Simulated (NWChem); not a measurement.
System meant: ZrNH3OCl2; SMILES [NH2][Zr]([OH])([Cl])[Cl]

NWChem input:

```
start job
memory heap 200 mb stack 900 mb global 1100 mb
geometry units angstroms noautoz
  Zr    -0.313144     0.114471     0.009841
  Cl     0.969956    -1.877142    -0.091719
  Cl     1.159226     1.962571     0.211539
  O     -1.611747     0.069279     1.388787
  H     -2.111644    -0.013206     2.201762
  N     -1.352689     0.300128    -1.693363
  H     -2.365030     0.356228    -1.783319
  H     -0.938218     0.356210    -2.622889
end
basis spherical
  Zr library def2-svp
  Cl library def2-svp
  O library def2-svp
  H library def2-svp
  N library def2-svp
end
ecp
  Zr library def2-ecp
end
dft
  odft
  mult 2
  xc xpbe96 cpbe96
  iterations 150
  mulliken
end
task dft energy
```

End of the output:

```
 ==============================================================================
                                 internuclear angles
 ------------------------------------------------------------------------------
        center 1       |       center 2       |       center 3       |  degrees
 ------------------------------------------------------------------------------
    2 Cl               |   1 Zr               |   3 Cl               |   108.80
    2 Cl               |   1 Zr               |   4 O                |   112.46
    2 Cl               |   1 Zr               |   6 N                |   108.79
    3 Cl               |   1 Zr               |   4 O                |   112.47
    3 Cl               |   1 Zr               |   6 N                |   108.79
    4 O                |   1 Zr               |   6 N                |   105.38
    1 Zr               |   4 O                |   5 H                |   167.79
    1 Zr               |   6 N                |   7 H                |   126.59
    1 Zr               |   6 N                |   8 H                |   124.70
    7 H                |   6 N                |   8 H                |   108.71
 ------------------------------------------------------------------------------
                            number of included internuclear angles:         10
 ==============================================================================

 Summary of "ao basis" -> "" (spherical)
 ------------------------------------------------------------------------------
       Tag                 Description            Shells   Functions and Types
 ---------------- ------------------------------  ------  ---------------------
 Zr                         def2-svp                11       31   5s3p2d1f
 Cl                         def2-svp                 8       18   4s3p1d
 O                          def2-svp                 6       14   3s2p1d
 H                          def2-svp                 3        5   2s1p
 N                          def2-svp                 6       14   3s2p1d

 Summary of "ao basis" -> "ao basis" (spherical)
 ------------------------------------------------------------------------------
       Tag                 Description            Shells   Functions and Types
 ---------------- ------------------------------  ------  ---------------------
 Zr                         def2-svp                11       31   5s3p2d1f
 Cl                         def2-svp                 8       18   4s3p1d
 O                          def2-svp                 6       14   3s2p1d
 H                          def2-svp                 3        5   2s1p
 N                          def2-svp                 6       14   3s2p1d

  number of electrons :                   64
  multiplicity        :                    2
 ------------------------------------------------------------------------
  no. of electrons and multiplicity not compatible                  64
 ------------------------------------------------------------------------
 ------------------------------------------------------------------------
  current input line :
    30: task dft energy
 ------------------------------------------------------------------------
 ------------------------------------------------------------------------
 There is an error in the input file
 ------------------------------------------------------------------------
 For more information see the NWChem manual at https://nwchemgit.github.io

0: no. of electrons and multiplicity not compatible:Received an Error in Communication
```

Task: Can this run be used? If not, why, and what is the fix?

Result: The program refused the input. Cause: the multiplicity doesn't fit the number of electrons (an even count wants an odd multiplicity, and the reverse). This input runs:
```
start job
memory heap 200 mb stack 900 mb global 1100 mb
geometry units angstroms noautoz
  Zr    -0.313144     0.114471     0.009841
  Cl     0.969956    -1.877142    -0.091719
  Cl     1.159226     1.962571     0.211539
  O     -1.611747     0.069279     1.388787
  H     -2.111644    -0.013206     2.201762
  N     -1.352689     0.300128    -1.693363
  H     -2.365030     0.356228    -1.783319
  H     -0.938218     0.356210    -2.622889
end
basis spherical
  Zr library def2-svp
  Cl library def2-svp
  O library def2-svp
  H library def2-svp
  N library def2-svp
end
ecp
  Zr library def2-ecp
end
dft
  xc xpbe96 cpbe96
  iterations 150
  mulliken
end
task dft energy
```
It converges to -1098.61146 Ha (PBE/def2-SVP with def2 effective core potentials on Zr).
